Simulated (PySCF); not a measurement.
Compound: C₄H₆FOS (doublet state).
Numbering: `[CH3:1][C:2](=[O:3])[C:4]([SH:5])[CH2:6][F:7]` (hydrogens: H8, H9, H10 on C1; H11 on S5; H12, H13 on C6)

Structure used (GFN2-xTB), in Å, numbered top down from 1:
```
atom  x, y, z in Å
C1     2.061   -0.176   -0.181
C2     0.663   -0.721   -0.342
O3     0.425   -1.921   -0.460
C4    -0.409    0.230   -0.355
S5    -0.110    1.915   -0.194
C6    -1.793   -0.311   -0.515
F7    -2.754    0.667   -0.519
H8     2.769   -0.999   -0.188
H9     2.146    0.367    0.759
H10    2.292    0.510   -0.993
H11   -1.386    2.302   -0.270
H12   -2.029   -1.000    0.306
H13   -1.879   -0.863   -1.460
```

The hyperfine couplings belong to this conformer and change with its torsions.

Level of theory: UKS B3LYP, pcH-1 on C F H O S, non-relativistic, mean-field spin-orbit, GIAO (PySCF). Isolated species at its GFN2-xTB geometry (one conformer only). The geometry wasn't refined by DFT: couplings that depend on bond lengths, twists or pyramidal angles can differ widely from those at the functional's own minimum. Stability of the SCF solution: not tested.

The largest Mulliken spin populations are on C4 (+0.59), O3 (+0.24) and S5 (+0.21). Three atoms exceed +0.15. The angles at C4 add up to 360.0°, so it is planar.

How do the β-proton couplings of this frozen conformer go with θ, the angle between the C–H bond and the normal to the plane of the spin centre's three neighbours, both seen down the bond from centre to carbon?

```tsv
β H	on	centre	θ (°)	cos²θ	a (G)
H12	C6	C4	30	0.75	+24.92
H13	C6	C4	31	0.74	+24.81
```

Couplings in gauss use g_iso = 2.0061.
